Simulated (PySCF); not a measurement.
C3H13NSi3.
Numbering: `[SiH3:1][N:2]([SiH3:3])[CH:4]1[CH2:5][SiH2:6][CH2:7]1` (hydrogens: H8, H9, H10 on Si1; H11, H12, H13 on Si3; H14 on C4; H15, H16 on C5; H17, H18 on Si6; H19, H20 on C7)

Torsions of this conformer, `[SiH3:1][N:2]([SiH3:3])[CH:4]1[CH2:5][SiH2:6][CH2:7]1`: Si1–N2–C4–C5 -38°.

The closed-shell ground state was solved at several levels (PySCF, density fitting, gas phase, non-relativistic). The structure is a single PBE0-D3(BJ)/def2-SVP conformer in the gas phase; no vibrational or solvent corrections.

```
            level  basis functions  HOMO (eV)  LUMO (eV)  gap (eV)  dipole (D)
   PBE0/def2-SVPD              256      -6.89       0.17      7.06        0.63
mPW1PW91/pcSseg-1              205      -6.92       0.37      7.29        0.67
```

(1) What might PBE0/pcSseg-1 (205 basis functions) give for the same quantities?

(2) Over all these levels, which gives the widest orbital gap and which the narrowest?

(3) How far do the dipole and the HOMO energy spread over the levels?

## Answers

(1) HOMO -6.90 eV, LUMO 0.33 eV, gap 7.23 eV, dipole 0.65 D.

(2) mPW1PW91/pcSseg-1 (global hybrid, 25 % exact exchange) has the widest, 7.29 eV, and PBE0/def2-SVPD (global hybrid, 25 % exact exchange) the narrowest, 7.06 eV. Functional and basis both differ between the two, so the spread mixes both effects.

(3) The dipole runs from 0.63 to 0.67 D (mean 0.65 D) and the HOMO from -6.92 to -6.89 eV.
